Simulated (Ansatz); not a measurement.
**Scan of the Si3–F4 bond length**

CH2F2Si (SMILES FC=[SiH]F), singlet, at its PBE0-D4/def2-TZVP minimum:

| atom | x (Å) | y (Å) | z (Å) |
| --- | --- | --- | --- |
| F1 | 1.1298 | -1.4131 | -0.8992 |
| C2 | 0.7448 | -0.1957 | -0.4862 |
| Si3 | -0.6358 | 0.2144 | 0.4220 |
| F4 | -1.7304 | -0.8052 | 0.9471 |
| H5 | 1.4223 | 0.6006 | -0.7873 |
| H6 | -0.9307 | 1.5990 | 0.8036 |

The bond length Si3–F4 (1.585 Å at the minimum) is set to the values below, the two halves moving rigidly along the bond. Each method's energies count from its own value at the PBE0-D4 minimum structure. Computed with Ansatz 0.2.0 (basis: def2-TZVPP); correlated methods freeze the cores.

CCSD(T) energies along the scan:
| bond length (Å) | CCSD(T) (kcal/mol) |
| --- | --- |
| 1.363 | 33.09 |
| 1.410 | 18.70 |
| 1.478 | 6.17 |
| 1.558 | 0.38 |
| 1.647 | 1.34 |
| 1.742 | 7.61 |
| 1.843 | 17.57 |
| 1.950 | 29.90 |
| 2.061 | 43.29 |
They count from the CCSD(T) energy at the PBE0-D4 minimum.

Minimum and curvature along this coordinate at CCSD(T): A fifth-order fit through the nearest points gives 1.587 Å, with a curvature of about 36 eV/Å².

Treat the two halves as rigid bodies and work out the harmonic wavenumber of this stretch from that curvature (ν̃ = 521.5 √(k/μ) cm⁻¹ with k in eV/Å² and μ in u).

The halves weigh 61.11 and 19.00 u, so μ = 61.11 × 19.00/80.11 = 14.494 u and ν̃ = 521.5 √(36/14.494) ≈ 820 cm⁻¹. A true normal mode mixes in other motions, so this is a guide only.

Largest difference from the CCSD(T) curve over the scan: PBE-D4 7.36; r2SCAN-D4 1.81; wB97M-V 0.89; HF 9.91 kcal/mol. Each curve counts from its own value at the minimum.

No T1 diagnostic of these runs exceeds 0.018. The restricted Hartree–Fock reference is unstable towards an unrestricted one here.

For scale, one of the runs: CCSD(T)/def2-TZVPP, 163 basis functions (an equivalent command: `ansatz run in.yaml --threads 2`). The run took 21 s on 2 CPU threads (shared host), with 1.3 GiB of host memory at its peak.
